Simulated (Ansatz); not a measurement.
Program: Ansatz. Geometries: PBE0-D4/def2-TZVP. ΔE: electronic, gas phase. CCSD(T)/CBS is the MP2 limit (def2-TZVPP, def2-QZVPP) plus CCSD(T) − MP2 in def2-TZVPP, frozen cores. This one scheme is used for every species, atoms too. Open shells (•) are unrestricted, without spin–orbit coupling. Spin–orbit coupling would lower the free atoms: a little for B, C, S, Si. Each species was taken in one conformer, which may not be the lowest.

`CB(S)C[SiH3]` → B• + 2 C• + 9 H• + S• + Si•  (atomization)

```tsv
species	MP2/def2-QZVPP energy (Eh)
`CB(S)C[SiH3]`	-793.07624
B•	-24.57979
C•	-37.76525
H•	-0.49998
S•	-397.64119
Si•	-288.91898
```

(1) Work out ΔE.

Largest T1 diagnostic among the species: 0.014.

Results:

(1) ΔE = 9 × (-0.49998) + 2 × (-37.76525) + (-24.57979) + (-397.64119) + (-288.91898) − (-793.07624) = 1.90596 Eh = +5004.1 kJ/mol. CCSD(T)/CBS gives +5017.0 kJ/mol.

In def2-TZVPP, CCSD(T) changes the Hartree–Fock value by +1055.6 kJ/mol (the triples alone add +57.0 kJ/mol) and MP2 by +1087.8 kJ/mol; breaking electron pairs costs correlation energy, which Hartree–Fock lacks. The D4 term adds +52.5 kJ/mol with B3LYP and +27.9 kJ/mol with PBE0; it sums over pairs of atoms, weighted by their polarisabilities, and B3LYP, whose exchange is more repulsive, gets the larger term.

B3LYP here is the variant with VWN-RPA as its local correlation; programs differ in this.

For atomizations the MP2-based limit and the directly extrapolated one differ by several kJ/mol either way, and by 10 to 25 for some Ge, Se and Sn compounds, so smaller differences from it don't rank the levels.
